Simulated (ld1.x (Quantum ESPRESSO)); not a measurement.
# tellurium: PAW pseudisation with PBEsol, fully relativistic reference atom.

Input for ld1.x (Quantum ESPRESSO) 7.5:

```
&input
   title='Te', zed=52., rel=2, dft='PBESOL', iswitch=3,
   config='[Kr] 4d10 5s2 5p4 5d-2', rel_dist='average',
   nld=5, rlderiv=2.15, eminld=-3.0, emaxld=5.0, deld=0.02
 /
 &inputp
   pseudotype=3, lpaw=.true., tm=.true., lloc=-1, rcloc=1.35,
   nlcc=.true.,
   which_augfun='BG', rmatch_augfun=1.15,
   file_pseudopw='Te.UPF', file_wfcaegen='ae.wfc', file_wfcncgen='nc.wfc', file_beta='beta', file_chi='chi', file_wfcusgen='us.wfc'
 /
6
5S  1  0   2.00   0.00  1.25  1.70  0.0
5S  1  0   0.00   3.30  1.25  1.70  0.0
5P  2  1   4.00   0.00  1.65  1.95  0.0
5P  2  1   0.00   0.50  1.65  1.95  0.0
5D  3  2  -2.00  -0.15  1.40  1.50  0.0
5D  3  2  -2.00   1.95  1.40  1.50  0.0
 &test
   configts(1)='5s2 5p4'
 /
```

Command:

```bash
ld1.x < Te.in > Te.out
```

Output (shortened: banner, matrices, multipoles, cross overlaps and the repeated all-electron block are left out):

```
[... start of the log left out ...]
     [... 1 repeated lines left out ...]
     WARNING: using Bloechl style augmentation functions is not a good idea, as analytical overlap are not implemented in pwscf: use BESSEL or GAUSS instead.
     [... 1 repeated lines left out ...]
     WARNING: using Bloechl style augmentation functions is not a good idea, as analytical overlap are not implemented in pwscf: use BESSEL or GAUSS instead.
     [... 1 repeated lines left out ...]
     WARNING: using Bloechl style augmentation functions is not a good idea, as analytical overlap are not implemented in pwscf: use BESSEL or GAUSS instead.
     [... 1 repeated lines left out ...]
     WARNING: using Bloechl style augmentation functions is not a good idea, as analytical overlap are not implemented in pwscf: use BESSEL or GAUSS instead.
     [... 1 repeated lines left out ...]
     WARNING: using Bloechl style augmentation functions is not a good idea, as analytical overlap are not implemented in pwscf: use BESSEL or GAUSS instead.
     [... 1 repeated lines left out ...]
     WARNING: using Bloechl style augmentation functions is not a good idea, as analytical overlap are not implemented in pwscf: use BESSEL or GAUSS instead.
     [... 1 repeated lines left out ...]
     WARNING: using Bloechl style augmentation functions is not a good idea, as analytical overlap are not implemented in pwscf: use BESSEL or GAUSS instead.
     [... 1 repeated lines left out ...]
     WARNING: using Bloechl style augmentation functions is not a good idea, as analytical overlap are not implemented in pwscf: use BESSEL or GAUSS instead.
     [... 1 repeated lines left out ...]
     WARNING: using Bloechl style augmentation functions is not a good idea, as analytical overlap are not implemented in pwscf: use BESSEL or GAUSS instead.
     [... 1 repeated lines left out ...]
     WARNING: using Bloechl style augmentation functions is not a good idea, as analytical overlap are not implemented in pwscf: use BESSEL or GAUSS instead.
     [... 1 repeated lines left out ...]
     WARNING: using Bloechl style augmentation functions is not a good idea, as analytical overlap are not implemented in pwscf: use BESSEL or GAUSS instead.
     [... 1 repeated lines left out ...]
     WARNING: using Bloechl style augmentation functions is not a good idea, as analytical overlap are not implemented in pwscf: use BESSEL or GAUSS instead.
     [... 1 repeated lines left out ...]
     WARNING: using Bloechl style augmentation functions is not a good idea, as analytical overlap are not implemented in pwscf: use BESSEL or GAUSS instead.
     [... 1 repeated lines left out ...]
     WARNING: using Bloechl style augmentation functions is not a good idea, as analytical overlap are not implemented in pwscf: use BESSEL or GAUSS instead.
     Gaussians generated with zeta:    22.873346

 %%%%%%%%%%%%%%%%%%%%%%%%%%%%%%%%%%%%%%%%%%%%%%%%%%%%%%%%%%%%%%%%%%%%%%%%%%%%%%
     Error in routine new_paw_hamiltonian (1):
     negative rho
 %%%%%%%%%%%%%%%%%%%%%%%%%%%%%%%%%%%%%%%%%%%%%%%%%%%%%%%%%%%%%%%%%%%%%%%%%%%%%%

     stopping ...
```

The run stopped because the spherical valence density built from the smooth waves and the augmentation charge turned negative at some radius.

The run took about 0.27 s on one core of a shared server CPU.
